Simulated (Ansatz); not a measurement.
Input file for Ansatz (an electronic-structure program): R-RI-MP2/def2-QZVPP on CH6GeTe (SMILES C[Te][GeH3]), a point of a torsion scan. Elements past Kr take the def2 small-core potentials; no spin–orbit coupling. Files ending in .json are basis or fitting sets from the Basis Set Exchange. The run froze 24 orbitals, filled d shells among them.

Ansatz 0.2 input:
```yaml
crystal:
  periodic: [false, false, false]
  atoms:
    - {symbol: C, position_ang: [1.71723805, -0.13952567, 0.15228396]}
    - {symbol: Te, position_ang: [0.46940463, 0.87873054, -1.29432674]}
    - {symbol: Ge, position_ang: [-1.62967226, 0.15564850, -0.12748115]}
    - {symbol: H, position_ang: [1.50334100, -1.20045519, 0.15141716]}
    - {symbol: H, position_ang: [2.75010803, 0.01669693, -0.12549170]}
    - {symbol: H, position_ang: [1.54834959, 0.26286971, 1.14263314]}
    - {symbol: H, position_ang: [-1.74173401, 0.63032114, 1.29481750]}
    - {symbol: H, position_ang: [-1.80807153, -1.33479077, -0.04015654]}
    - {symbol: H, position_ang: [-2.84424326, 0.67384756, -0.83041016]}
basis:
  gaussian:
    orbitals: def2-QZVPP.json
    fitting: {mean_field: def2-universal-JKFIT, correlation: def2-QZVPP-RIFIT.json}
magnetization: {spin_polarized: false}
correlation: {method: mp2, electrons: outside_noble_gas}
scf: {lower_state_search: off}
```

The log:

```
WARN ansatz: RAYON_NUM_THREADS=1 ignored (pool sized by the plan → 1); use --threads N
Functional definition: HF
these checks for a lower state are left out or cut short: stability, starts, cluster_reference, orbital_swaps, neighbouring_geometries, increment
integrals: 0.77 GiB planned
667 factors; integrals over basis functions are off by at most 2.4e0 eV
mean field: 1.17 GiB planned
mean field evaluation 1: about -64864.6939 eV, gradient 2.4e1 eV
mean field evaluation 2: about -64866.1290 eV, gradient 1.2e1 eV
mean field evaluation 4: about -64866.4799 eV, gradient 1.2e0 eV
mean field -64866.48282061 eV, -2383.7992755762 hartree, gradient 2.0e-6 eV, S^2 0.000000; 0 other end points of the search recorded, 0 dependent functions left out
24 core orbitals not correlated
1051 factors; their error is unknown
reference -64866.48282061 eV, -2383.7992755762 hartree; 10, 10 occupied and 374, 374 virtual orbitals, 1051 factors
second order -12.91092781 eV of doubles, -0.00000000 eV of singles
Total energy: -64879.39374842 eV, -2384.2737434220 hartree
Checks for a lower state left out: stability, starts, cluster_reference, orbital_swaps, neighbouring_geometries, increment
```

The run converged.

Cost: about 7 core-seconds (a rough figure).
